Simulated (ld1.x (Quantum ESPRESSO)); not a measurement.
**What the settings do to the TM potential of phosphorus (P)**

Base potential:

- Element: phosphorus
- Generator: ld1.x (Quantum ESPRESSO) 7.5
- Type: norm-conserving Troullier–Martins (Kleinman–Bylander form)
- Functional: revPBE
- Relativity: scalar-relativistic
- Frozen core: [Ne]
- Valence charge: 5
- Reference configuration: 3s1.5 3p3.5
- Partial waves: 3s (bound): rc 1.55 bohr; 3p (bound): rc 1.20 bohr
- Local potential: all-electron potential smoothed inside 1.20 bohr (lloc = -2)
- Core correction: a·sin(br)/r model core inside 0.75 bohr

Cutoffs, loose and tight: the cutoffs (Ry, on a coarse ladder) from which the occupation-weighted sum of valence levels, in a spherical-Bessel basis at the reference potential, stays within 10 and 1 mRy of its value at 400 Ry. They do not see the model core or the augmentation charge, which bear on the density cutoff. Test errors are all-electron minus pseudo excitation energies from the reference, over the configurations 3s2 3p3; 3s2 3p2; 3s2 3p1; 3s1 3p3; 3s2 3p3.3; 3s2 3p0; 3s0 3p5. A dash means not determined; rows that change the core or the reference have their own tests.

A true bound ghost makes a file unfit for plane-wave use even where its test errors are small: the radial tests pick states by their node count and pass the ghost by.

```csv
change,outcome,"cutoff, loose","cutoff, tight",bound ghosts,largest test error (meV)
base,generated,70 Ry,100 Ry,none,+58
"all radii but the core radius scaled by about 0.75 (s 1.16, p 0.90 bohr); local potential all-electron potential smoothed inside 0.90 bohr (lloc = -2)",generated,over 300 Ry,over 300 Ry,p,+73
"all radii but the core radius scaled by about 0.80 (s 1.24, p 0.96 bohr); local potential all-electron potential smoothed inside 0.96 bohr (lloc = -2)",generated,300 Ry,over 300 Ry,p,+48
"all radii but the core radius scaled by about 0.91 (s 1.40, p 1.10 bohr); local potential all-electron potential smoothed inside 1.10 bohr (lloc = -2)",generated,120 Ry,230 Ry,none,+63
"all radii but the core radius scaled by about 0.97 (s 1.50, p 1.16 bohr); local potential all-electron potential smoothed inside 1.16 bohr (lloc = -2)",generated,90 Ry,110 Ry,none,+58
"all radii but the core radius scaled by about 1.03 (s 1.60, p 1.24 bohr); local potential all-electron potential smoothed inside 1.24 bohr (lloc = -2)",generated,70 Ry,110 Ry,none,+60
"all radii but the core radius scaled by about 1.10 (s 1.70, p 1.32 bohr); local potential all-electron potential smoothed inside 1.32 bohr (lloc = -2)",generated,55 Ry,100 Ry,none,+69
"all radii but the core radius scaled by about 1.24 (s 1.92, p 1.50 bohr); local potential all-electron potential smoothed inside 1.50 bohr (lloc = -2)",generated,18 Ry,45 Ry,none,+92
"all radii but the core radius scaled by about 1.30 (s 2.02, p 1.56 bohr); local potential all-electron potential smoothed inside 1.56 bohr (lloc = -2)",generated,15 Ry,40 Ry,none,+110
```

Question: What comes out with this change to the base: all radii but the core radius scaled by about 1.17 (s 1.82, p 1.40 bohr); local potential all-electron potential smoothed inside 1.40 bohr (lloc = -2)?

Answer: outcome: generated; cutoff, loose: 40 Ry; cutoff, tight: 70 Ry; bound ghosts: none; largest test error (meV): +79.

Question: What comes out with this change to the base: all radii but the core radius scaled by about 1.38 (s 2.14, p 1.66 bohr); local potential all-electron potential smoothed inside 1.66 bohr (lloc = -2)?

Answer: outcome: generated; cutoff, loose: 15 Ry; cutoff, tight: 30 Ry; bound ghosts: none; largest test error (meV): +144.

Reading the sweep of the scale of all radii but the core radius (base = 1) (base included, trends over the rows without a ghost): The loose cutoff falls from 120 Ry at 0.91 to 15 Ry at 1.38. A larger radius leaves more room for a smooth pseudo-wave, so fewer plane waves are needed; a smaller one forces it to follow the all-electron wave where it bends sharply. The median size of the test errors (rows with all tests solved) is not monotonic: lowest 2.1 meV at 1.3, highest 4.1 meV at 1.17. Bound ghosts are found at 0.75, 0.8.
